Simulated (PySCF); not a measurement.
Cl3Pb, charge -1, singlet, geometry from GFN2-xTB (such geometries of metal compounds can be far from the true shape) (core potentials on Pb). Base run: PBE/def2-SVP in PySCF.

PySCF was given this input:
```python
from pyscf import gto, scf, dft

mol = gto.M(
    atom='''
Pb   -0.003618    0.007159    0.424086
Cl    2.271127   -0.563430   -0.653220
Cl   -0.648528    2.226126   -0.725219
Cl   -1.605147   -1.697227   -0.667150
''',
    basis='def2-svp',
    ecp={'Pb': 'def2-svp'},
    charge=-1,
    spin=0,
    verbose=4,
)

mf = dft.RKS(mol)
mf.xc = 'pbe'
mf.kernel()
```

Variants of this job, named by their change:

```tsv
change	E (Eh)	HOMO (eV)	HOMO-LUMO gap (eV)	core-seconds (rough)
base	-1572.74686	-1.39	4.13	4
functional = tpss	-1573.29560	-1.55	4.32	6
functional = pbe; dispersion = d3zero	-1572.74813	-1.39	4.13	4
functional = b3lyp5	-1573.11063	-2.16	5.45	4
functional = wb97m_v	…	…	…	100
functional = m06	…	…	…	6
functional = lda,vwn	-1568.57691	-1.52	4.04	2
functional = hse06	…	…	…	10
functional = tpssh	-1573.27606	-2.00	5.01	7
functional = r2scan	…	…	…	6
functional = b97-1	-1573.13392	-2.25	5.58	4
functional = blyp	-1573.23798	-1.14	4.05	4
functional = wb97x	-1573.31963	-4.63	9.76	8
```

Problem. Complete the blanks.

Solution. 
- functional = wb97m_v, E (Eh): -1573.14589
- functional = wb97m_v, HOMO (eV): -4.45
- functional = wb97m_v, HOMO-LUMO gap (eV): 9.58
- functional = m06, E (Eh): -1573.28401
- functional = m06, HOMO (eV): -2.40
- functional = m06, HOMO-LUMO gap (eV): 5.72
- functional = hse06, E (Eh): -1572.88691
- functional = hse06, HOMO (eV): -2.17
- functional = hse06, HOMO-LUMO gap (eV): 5.12
- functional = r2scan, E (Eh): -1573.29717
- functional = r2scan, HOMO (eV): -1.79
- functional = r2scan, HOMO-LUMO gap (eV): 4.62

Absolute energies of different levels of theory aren't comparable as measures of quality.
